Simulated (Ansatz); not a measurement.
Born–Oppenheimer molecular dynamics of C2H7NSSi (12 atoms, charge 0, multiplicity 1). It starts from a relaxed structure.

The calculation used RKS PBE0-D4/STO-3G in Ansatz 0.2.0.

```
ensemble        : NVT, Nosé–Hoover chain
time step       : 0.25 fs
steps asked     : 266
set temperature : 300 K
thermostat      : time constant 100 fs, chain length 3 (defaults)
masses          : H 2.014 u
seed            : 604525
```

First frame:

```xyz
12
Properties=species:S:1:pos:R:3
C -0.707 1.116 -0.388
C -0.980 -0.377 -0.619
N -2.052 -0.678 -1.313
S 0.127 -1.612 0.041
Si 1.655 -0.480 1.003
H -0.702 1.362 0.684
H -1.503 1.692 -0.877
H 0.260 1.419 -0.815
H -2.086 -1.748 -1.376
H 2.365 0.368 0.071
H 1.132 0.337 2.074
H 2.568 -1.454 1.549
```

Problem. How far do the bonds stretch over the last three quarters of this one trajectory? (Pairs bonded in most of those frames.)

Solution. 
| bond | mean (Å) | spread (Å) | shortest | longest |
| --- | --- | --- | --- | --- |
| C1–C2 | 1.539 | 0.016 | 1.51 | 1.56 |
| C1–H6 | 1.103 | 0.031 | 1.05 | 1.16 |
| C1–H7 | 1.098 | 0.013 | 1.07 | 1.12 |
| C1–H8 | 1.102 | 0.028 | 1.06 | 1.15 |
| C2–N3 | 1.315 | 0.004 | 1.31 | 1.32 |
| C2–S4 | 1.785 | 0.024 | 1.74 | 1.81 |
| N3–H9 | 1.075 | 0.023 | 1.04 | 1.11 |
| S4–Si5 | 2.141 | 0.019 | 2.10 | 2.16 |
| Si5–H10 | 1.447 | 0.010 | 1.43 | 1.46 |
| Si5–H11 | 1.448 | 0.028 | 1.41 | 1.49 |
| Si5–H12 | 1.444 | 0.017 | 1.42 | 1.47 |

Mean temperature of the second half: 149 K. The conserved energy stayed within 0.034 meV per atom of its start (net change 0.031 meV per atom), so the integration is sound. The mean temperature of the second half is 50 % below the set value. A run of 0.067 ps of so small a system gives no equilibrium averages. Limits of this set-up: minimal basis.

Run time: 7 min on 1 thread of Arm Neoverse V2, on a shared host, peak memory 0.095 GiB.
